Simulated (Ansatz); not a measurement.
`OC(O)CF` + `N[BH][GeH3]` → `N[B]([GeH3])CF` + `OCO`  (formal exchange of groups at a C–C bond)

Computed with Ansatz on PBE0-D4/def2-TZVP structures; ΔE is electronic, products minus reactants. CCSD(T)/CBS adds triple-zeta CCSD(T) − MP2 to the extrapolated MP2 energy (def2 sets, frozen cores). This one scheme is used for every species. Functionals use def2-TZVPP. B3LYP here is the variant with VWN-RPA as its local correlation; programs differ in this. For Ge outer-core shells are correlated without core-valence functions, which leaves a few kJ/mol of doubt a bond. Scalar relativity is left out up to krypton. Each species was taken in one conformer, which may not be the lowest.

Is it downhill or uphill in electronic energy at CCSD(T)/CBS, and by how much? (An estimate is asked.)

Ansatz gave: Downhill: ΔE = -0.07 eV.

What do these levels give: PBE-D4, B3LYP-D4, ωB97X-V, PBE, PBE0, HF/def2-TZVPP, MP2/def2-TZVPP, SCS-MP2/def2-TZVPP, CCSD/def2-TZVPP, CCSD(T)/def2-TZVPP, MP2/def2-QZVPP, SCS-MP2/def2-QZVPP? (Best estimate.)

The calculation gave: PBE-D4 -0.12, B3LYP-D4 -0.12, ωB97X-V -0.06, PBE -0.11, PBE0 -0.09, HF/def2-TZVPP -0.04, MP2/def2-TZVPP -0.07, SCS-MP2/def2-TZVPP -0.06, CCSD/def2-TZVPP -0.06, CCSD(T)/def2-TZVPP -0.06, MP2/def2-QZVPP -0.08, SCS-MP2/def2-QZVPP -0.07 eV.

Largest T1 diagnostic among the species: 0.013.
